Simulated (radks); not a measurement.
Results of a calculation; reference values are marked as such.
Problem. The table gives one normalised radial function P(r) = r R(r) of P3+ in [Ne] 3s2 (r in bohr). Code: a radial shooting solver on a logarithmic mesh with Libxc functionals. Model: non-relativistic Kohn-Sham, PBE, spin-polarised, spherical densities, point nucleus.

r,P
0.01081,0.0116
0.01363,0.0180
0.01733,0.0283
0.02186,0.0436
0.02757,0.0664
0.03505,0.1017
0.0442,0.1514
0.05574,0.2218
0.07085,0.3223
0.08936,0.4512
0.1127,0.6127
0.1433,0.8092
0.1807,1.0124
0.2297,1.2075
0.2896,1.3427
0.3653,1.3841
0.4643,1.2999
0.5856,1.0990
0.7385,0.8199
0.9388,0.5170
1.184,0.2750
1.493,0.1173
1.898,0.0361
2.394,0.0080
3.043,0.0010
3.838,0.0001
4.84,0.0000

Which n and l does it have? It may be an empty orbital.

Solution. n = 2, l = 1: the number of nodes gives n - l - 1 = 0, the rise at small r (about r^(l+1)) gives l, and the extent must fit the shell. The curve is that of 2p. 2p: eigenvalue -163.03 eV, 0 radial nodes, <r> = 0.484 bohr, 90 % of the charge inside 0.808 bohr.
